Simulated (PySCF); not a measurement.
## NMR data sheet: C$_{6}$H$_{5}$ClOSi

```yaml
Formula: C6H5ClOSi
SMILES: ClC1=C2C=CC=C2O[SiH2]1
InChI: InChI=1S/C6H5ClOSi/c7-6-4-2-1-3-5(4)8-9-6/h1-3H,9H2
Point_group_of_the_computed_structure: Cs
Degrees_of_unsaturation: 5
Carbon_signals: 6
Proton_signals: 4
```

Molfile (atoms numbered from 1):
```
C6H5ClOSi
     RDKit          3D

 14 15  0  0  0  0  0  0  0  0999 V2000
    1.6458    2.5389   -0.9287 Cl  0  0  0  0  0  0  0  0  0  0  0  0
    1.1872    0.9999   -0.3582 C   0  0  0  0  0  0  0  0  0  0  0  0
   -0.0815    0.5762   -0.2177 C   0  0  0  0  0  0  0  0  0  0  0  0
   -1.4460    1.0113   -0.4015 C   0  0  0  0  0  0  0  0  0  0  0  0
   -2.2424   -0.0154   -0.0298 C   0  0  0  0  0  0  0  0  0  0  0  0
   -1.4453   -1.1581    0.4101 C   0  0  0  0  0  0  0  0  0  0  0  0
   -0.1572   -0.7996    0.2961 C   0  0  0  0  0  0  0  0  0  0  0  0
    1.0281   -1.4142    0.5442 O   0  0  0  0  0  0  0  0  0  0  0  0
    2.3162   -0.4418    0.1991 Si  0  0  0  0  0  4  0  0  0  0  0  0
   -1.7430    1.9753   -0.7670 H   0  0  0  0  0  0  0  0  0  0  0  0
   -3.3175   -0.0245   -0.0435 H   0  0  0  0  0  0  0  0  0  0  0  0
   -1.8505   -2.0907    0.7520 H   0  0  0  0  0  0  0  0  0  0  0  0
    3.0700   -1.0160   -0.9036 H   0  0  0  0  0  0  0  0  0  0  0  0
    3.0354   -0.1418    1.4265 H   0  0  0  0  0  0  0  0  0  0  0  0
  1  2  1  0
  2  3  2  0
  3  4  1  0
  4  5  2  0
  5  6  1  0
  6  7  2  0
  7  8  1  0
  8  9  1  0
  9  2  1  0
  7  3  1  0
  4 10  1  0
  5 11  1  0
  6 12  1  0
  9 13  1  0
  9 14  1  0
M  END
```

PySCF 2.14 calculation with GFN2-xTB geometry and shieldings: GIAO PBE0/pcSseg-1; rapidly exchanging positions averaged, no relativistic terms, no solvent model, single conformer.

References, each an isolated molecule treated in the same way: ¹H (31.72 ppm), ¹³C (186.93 ppm), ²⁹Si (349.16 ppm) against TMS; ¹⁷O (336.08 ppm) vs H2O.

| carbon | δC, type | δH (multiplicity) | HMBC from (2–3 bonds) | span of the C tensor (ppm) |
| --- | --- | --- | --- | --- |
| C2 | 156.0, C | – | H10, H13/H14 | 170 |
| C3 | 159.7, C | – | H11, H10, H12, H13/H14 | 205 |
| C4 | 108.4, CH | 5.89 (d) | H11, H12 | 182 |
| C5 | 151.7, CH | 6.87 (m) | H10, H12 | 212 |
| C6 | 104.3, CH | 5.24 (d) | H11, H10 | 135 |
| C7 | 170.4, C | – | H11, H10, H12, H13/H14 | 126 |

Other nuclei:
```csv
atoms,nucleus,environment,δ (ppm),σ (ppm)
H13/H14,¹H,"hydrogen on a silicon bonded to C, O, in a 5-membered ring",5.16,26.55
Si9,²⁹Si,"silicon bonded to C, O, 2 H, in a 5-membered ring",-0.5,349.7
O8,¹⁷O,"oxygen bonded to C, Si, in a 5-membered ring",95.7,240.3
```

Carbon types of the structure: 3 × C, 3 × CH, leaving 2 H on heteroatoms. δC 170.4: alkene carbon bearing oxygen; an sp2 carbon further deshielded by the attached heteroatom. δC 159.7, 156.0: fully substituted alkene carbon; the olefinic region. δC 151.7, 108.4: alkene CH; the olefinic region. δC 104.3: β carbon of an enol-ether or enamine type C=C; the O or N lone pair pushes π density onto this β carbon and shields it. δH 6.87, 5.89: hydrogen on an alkene CH; a vinylic proton, deshielded by the sp2 carbon and the C=C anisotropy.

Carbons that carry Cl, above all several Cl atoms, come out too deshielded, partly because spin–orbit coupling is missing. Shifts are as computed. Against solution values, carbons near 30 ppm lie about +3 ppm off and those near 130 ppm about +5 ppm; carbons on Cl a further +6 ppm. Of 1309 compounds with measured shifts, 239 miss one by over three times the rms of a fit or turn the order of signals round; such compounds aren't used in these exercises. Experimental scales use liquid or dissolved standards, which lie at an offset from isolated H2O (liquid H2O: subtract about 36 ppm). Multiplicities follow the n + 1 count of equivalent neighbours, as no J values were calculated; m marks all less simple cases, F and P coupling included.
